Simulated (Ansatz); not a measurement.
A nudged elastic band was laid between two geometries of C₂H₇FNSb (12 atoms, charge 0, multiplicity 1).

The calculation used RHF/def2-SVP in Ansatz.

| Property | Result |
| --- | --- |
| movable images | 5 |
| climbing image | yes |
| spring | 5.0 eV/Å² |
| optimiser | quadratic models (default) |
| start path | IDPP |
| force threshold | 0.05 eV/Å |
| iteration limit | 60 |
| end points | relaxed |

First end point:

```xyz
12
Properties=species:S:1:pos:R:3
C -1.463 -0.317 0.704
N -0.220 0.048 1.352
Sb 1.360 0.918 0.482
C 1.424 -0.353 -1.251
F 0.420 2.308 -0.487
H -2.112 0.538 0.490
H -1.264 -0.823 -0.241
H -2.021 -1.019 1.328
H -0.359 0.342 2.301
H 2.328 -0.145 -1.823
H 0.555 -0.152 -1.877
H 1.429 -1.400 -0.945
```

Last end point:

```xyz
12
Properties=species:S:1:pos:R:3
C -1.330 -0.782 0.605
N -0.107 -0.430 1.299
Sb 1.234 0.940 0.719
C 1.348 0.326 -1.338
F 0.003 2.375 0.293
H -1.140 -0.898 -0.461
H -1.706 -1.741 0.968
H -2.125 -0.039 0.719
H -0.206 -0.488 2.296
H 2.157 0.862 -1.835
H 0.409 0.566 -1.835
H 1.539 -0.746 -1.398
```

Task: Which bonds break or form, and what moves?

Result: No bond is made or broken. The dihedral H8–C1–N2–Sb3 goes from 164 to -76°. The two ends are copies of one structure, up to a mirror image or an exchange of like atoms.

Task: What energy profile does the band end with?

Result: It converged. The highest image is number 3 of 0 to 6, 3.3 kJ/mol above the ends, which have the same energy within 2 meV. A vibrational analysis at the climbing image gives one clearly imaginary mode, 119i cm⁻¹: a first-order saddle point.

```csv
image,path coordinate (Å),energy (kJ/mol),dihedral H8–C1–N2–Sb3 (°)
0,0.00,0.0,164
1,0.55,0.8,-180
2,1.09,2.5,-162
3,1.64,3.3,-143
4,2.28,2.5,-120
5,2.92,0.9,-97
6,3.56,0.0,-76
```

Task: What is the geometry of the highest image?

Result: 
```xyz
12
Properties=species:S:1:pos:R:3:forces:R:3
C -1.362 -0.670 0.625 0.02 0.00 0.01
N -0.151 -0.290 1.328 -0.02 0.01 0.00
Sb 1.284 0.932 0.673 0.00 -0.01 0.00
C 1.360 0.164 -1.333 0.00 0.00 0.00
F 0.144 2.402 0.129 0.00 0.00 0.00
H -1.650 0.079 -0.114 0.00 0.00 0.00
H -1.260 -1.631 0.111 0.00 0.00 0.00
H -2.195 -0.759 1.325 -0.01 0.00 0.00
H -0.211 -0.390 2.321 0.01 0.00 0.00
H 2.124 0.693 -1.904 0.00 0.00 0.00
H 0.393 0.313 -1.813 0.00 0.00 0.00
H 1.601 -0.899 -1.313 0.00 0.00 0.00
```

Task: What are the harmonic wavenumbers there?

Result: 119i, 81, 103, 166, 204, 239, 315, 366, 554, 619, 640, 823, 844, 1169, 1225, 1239, 1355, 1502, 1549, 1558, 1578, 1598, 1620, 3158, 3186, 3233, 3261, 3293, 3307, 3836 cm⁻¹.

The run took 41 s on 2 threads of AMD EPYC 9R45 96-Core Processor (Zen 5) (shared host), peak memory 0.3 GiB.
